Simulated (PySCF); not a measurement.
## Dipole moment and polarisability of PSb3SeSeSe nortricyclane

PSb3SeSeSe nortricyclane, PSb₃Se₃.
Structure used (PBE0-D3(BJ)/def2-SVP), in Å, numbered top down from 1:
```
atom  x, y, z in Å
P1     0.506    1.765   -0.156
Se2   -0.693    1.319    1.685
Sb3   -1.172   -1.199    1.537
Sb4    1.185   -1.968    0.118
Se5    2.249    0.357   -0.080
Sb6   -1.226   -1.420   -1.311
Se7   -0.758    1.043   -1.861
```

Level: wB97X-D/def2-SVPD (PySCF), static field, nuclei fixed, core orbitals frozen in the response. The polarisability tensor in these axes (au):

```
x   229.12   2.60  -0.24
y     2.60 238.19  -0.74
z    -0.24  -0.74 228.39
```

**Question.** Diagonalise the tensor; give its mean and Δα, where Δα² is half the sum of the squared differences of the eigenvalues.

**Answer.** Principal values 228.32, 228.45 and 238.94 au; mean 231.90 au = 34.36 Å³ = 38.24 × 10⁻⁴⁰ C²·m²/J; Δα = 10.56 au (5 % of the mean).

**Question.** What is the dipole moment, and where does it point?

**Answer.** (-0.85, -3.11, 0.25) D, 3.23 D in size, pointing from the negative to the positive side. Measured along this direction, the outermost atoms are P1 at the negative end and Sb4, Sb6 and Sb3 at the positive end.

**Question.** Molar refractivity from α?

**Answer.** Lorentz–Lorenz: R = (4π/3)N_A α = 2.5225 cm³/(mol·Å³) × 34.36 Å³ = 86.7 cm³/mol, in the limit of long wavelengths.

**Question.** Orientational against electronic polarisability at 250 K (dilute gas, rigid molecules)?

**Answer.** In Gaussian units μ²/3kT = 100.93 Å³ against 34.36 Å³, a ratio of 2.94; the Debye molar polarisation (4π/3)N_A(α + μ²/3kT) is 341.3 cm³/mol, leaving out the vibrational part.

**Question.** What depolarisation ratio follows for Rayleigh scattering of linearly polarised light, taking the static tensor?

**Answer.** ρ = 3Δα²/(45ᾱ² + 4Δα²) = 334.3/(2420055 + 445.7) = 0.000138.

**Question.** Refractivity n − 1 of an ideal gas of it at 298.15 K and 1 atm, from the electronic α?

**Answer.** N = p/kT = 2.4615 × 10¹⁹ cm⁻³, so n − 1 = 2π × N × 34.36 × 10⁻²⁴ cm³ = 5315 × 10⁻⁶ at long wavelengths, for an ideal gas.

The structure is a single PBE0-D3(BJ)/def2-SVP conformer in the gas phase; no vibrational or solvent corrections. Atoms past krypton carry effective core potentials; spin–orbit coupling is left out. The calculation is non-relativistic apart from the core potentials, for selenium too.
